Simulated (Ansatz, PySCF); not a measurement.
Spin states of FNbO (SMILES [O]=[Nb][F]), each relaxed with B3LYP-D3(BJ)/def2-TZVP.
State 1 (charge 0, multiplicity 3):
```csv
atom,x (Å),y (Å),z (Å)
Nb,0.3382,-0.1392,0.4712
O,1.1161,-0.2071,-1.0361
F,-1.4874,0.3937,0.4945
```
State 2 (charge 0, multiplicity 1):
```xyz
3

Nb     0.37657    -0.15889     0.55072
O      0.97881    -0.16856    -1.02008
F     -1.38845     0.37483     0.39903
```

Singlets are restricted, other states unrestricted; no spin–orbit coupling, no relativity up to Kr; see below for the cores. The largest T1 diagnostic is 0.068.

Run with Ansatz (Gaussian basis) for Hartree–Fock, density functionals and correlated methods; PySCF for the dispersion terms. Values without a source in brackets are computed. In def2 rows elements past Kr take small-core potentials, without spin–orbit coupling.

One of these levels gives 60.2 kJ/mol for the energy of the multiplicity-1 state less that of the multiplicity-3 state. Which one is it?
(A) BLYP/def2-TZVPP
(B) PBE/def2-TZVPP
(C) r2SCAN-D3(BJ)/def2-TZVPP
(D) CAM-B3LYP-D4/def2-TZVPP

B, PBE/def2-TZVPP. The others give 48.3 (BLYP/def2-TZVPP), 86.9 (r2SCAN-D3(BJ)/def2-TZVPP), 69.6 (CAM-B3LYP-D4/def2-TZVPP)

Ansatz is a quantum-chemistry and plane-wave program.
